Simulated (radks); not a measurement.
Spherical jellium clusters: N electrons in a uniform positive sphere of charge N and radius rs N^(1/3), rs = 2.02 bohr. Calculated with a radial shooting solver with Libxc functionals: non-relativistic Kohn-Sham, LDA (Slater exchange, Perdew-Wang correlation), spin-polarised, spherical densities. Levels are named by radial order and angular momentum (1s, 1p, 1d, 2s, ...), and open shells are averaged over m.

N = 12, configuration 1s2 1p6 1d(up 4, down 0). This is the lowest configuration that the search found. Occupied and some empty levels:

level    occupation  eigenvalue (eV)  <r> (bohr)
1s up             1          -11.748       2.963
1s down           1          -11.137       2.874
1p up             3          -7.7561       3.785
1p down           3          -6.9157       3.756
1d up             4          -3.4743       4.668
2s up             0          -3.0842       4.955
1d down           0          -2.6014       4.773
2s down           0          -2.5403       5.151
2p up             0         -0.61356       8.267
2p down           0         -0.34279       9.355

Energy (eV): total 0.351862, kinetic 67.605, external -952.10, Hartree 449.39, exchange-correlation -72.916, background 508.38.

Electron density:

r (bohr)  n(r) (e/bohr^3)
0.378             0.01909
1.01              0.02231
1.64              0.02667
2.27              0.02950
2.90              0.02847
3.53              0.02308
4.16              0.01538
4.79             0.008503
5.42             0.004178
6.05             0.001938
6.68            0.0008757
7.31            0.0003919
7.95            0.0001747
